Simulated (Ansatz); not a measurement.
`C=[CH][SnH2][Cl]` + HCl → `[Cl][SnH2][Cl]` + ethylene at 700 K and 1 bar (ligand exchange at the Sn–C bond).

Gas-phase electronic energies from Ansatz, PBE0-D4/def2-TZVP geometries. CCSD(T)/CBS adds triple-zeta CCSD(T) − MP2 to the extrapolated MP2 energy (def2 sets, frozen cores). This one scheme is used for every species. Elements past krypton have def2 core potentials. For Sn outer-core shells are correlated without core-valence functions, which leaves a few kJ/mol of doubt a bond. One conformer a species, not always the lowest.

```csv
species,CCSD(T)/CBS energy (Eh),H − E (kJ/mol),S (J/(mol·K))
`C=[CH][SnH2][Cl]`,-752.92130,219.3,454.7
HCl,-460.38127,38.4,211.8
`[Cl][SnH2][Cl]`,-1134.85982,91.9,385.4
`C=C`,-78.48111,168.9,268.4
```

H − E and S are ideal-gas, rigid-rotor, harmonic terms from PBE0-D4/def2-TZVP, for one conformer and one mirror image of each species. 1 Eh = 2625.50 kJ/mol, R = 8.31446 J/(mol·K).

By hand: ΔE, ΔH, ΔS and ΔG.

ΔE = (-1134.85982) + (-78.48111) − (-752.92130) − (-460.38127) = -0.03836 Eh = -100.7 kJ/mol. Δ(H − E) = 91.9 + 168.9 − 219.3 − 38.4 = 3.1, so ΔH = -97.6 kJ/mol. ΔS = 385.4 + 268.4 − 454.7 − 211.8 = -12.7 J/(mol·K). ΔG = -97.6 − 700 × (-12.7)/1000 = -88.7 kJ/mol.

By hand: the equilibrium constant, and the temperature at which ΔG would vanish if ΔH and ΔS stayed fixed.

log₁₀ K = −ΔG/(RT ln 10) = 6.6. ΔG = 0 at ΔH/ΔS = 7685 K, far beyond where these terms or the molecules hold.

The number of gas molecules stays the same, so ΔS is small and ΔH decides. A doubt of 5 kJ/mol in ΔE shifts log₁₀ K by 0.4 here. Other conformers and mirror images would add mixing entropy, several J/(mol·K) or more a flexible species. Modes under 60 cm⁻¹, often nearly free rotors, make the harmonic entropy too high. These are equilibria of isolated gas molecules and say nothing of rates. Largest T1 diagnostic: 0.012 (customary marks: 0.02 for closed shells, 0.045 for open ones).
